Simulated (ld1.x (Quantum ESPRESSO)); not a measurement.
**u(r) = r·R(r): atom against pseudo-atom (rubidium (Rb))**

Columns: radius, all-electron u(r) and pseudo u(r) of the 5p shell (level -1.08 eV) of rubidium in the configuration [Kr] 4d0 5s0.5 5p0.5; PBEsol, non-relativistic, TM scheme, ld1.x (Quantum ESPRESSO) 7.5.

| r (bohr) | all-electron | pseudo |
| --- | --- | --- |
| 0.213 | -0.0162 | -0.0072 |
| 0.425 | -0.0703 | -0.0265 |
| 0.638 | 0.0006 | -0.0518 |
| 0.850 | 0.0789 | -0.0752 |
| 1.062 | 0.1249 | -0.0908 |
| 1.275 | 0.1374 | -0.0967 |
| 1.488 | 0.1245 | -0.0951 |
| 1.700 | 0.0954 | -0.0902 |
| 1.912 | 0.0574 | -0.0860 |
| 2.125 | 0.0150 | -0.0854 |
| 2.338 | -0.0283 | -0.0905 |
| 2.550 | -0.0702 | -0.1027 |
| 2.762 | -0.1100 | -0.1228 |
| 2.975 | -0.1473 | -0.1503 |
| 3.188 | -0.1815 | -0.1817 |
| 3.400 | -0.2126 | -0.2126 |
| 3.613 | -0.2410 | -0.2410 |
| 3.825 | -0.2665 | -0.2665 |
| 4.038 | -0.2897 | -0.2897 |
| 4.250 | -0.3105 | -0.3105 |
| 4.462 | -0.3293 | -0.3293 |
| 4.675 | -0.3460 | -0.3460 |
| 4.888 | -0.3604 | -0.3604 |
| 5.100 | -0.3724 | -0.3724 |
| 5.313 | -0.3824 | -0.3824 |
| 5.525 | -0.3901 | -0.3901 |

(1) How many radial nodes do the two functions have?

(2) At about which radius was the pseudo-wave matched?

(3) Is the pseudo-wave norm-conserving?

## Answers

(1) The all-electron 5p function has n − l − 1 = 3 (the table is too coarse to show those close to the nucleus); the pseudo-wave has 0, since the states of the same l below it are removed with the core.

(2) 3.45 bohr. The columns agree to 0.0005 from 3.19 bohr on; several derivatives are matched, so the curves merge somewhat inside the radius.

(3) Yes: the TM scheme keeps the norm inside the radius equal to the all-electron one, which fixes the energy derivative of the logarithmic derivative at the level.
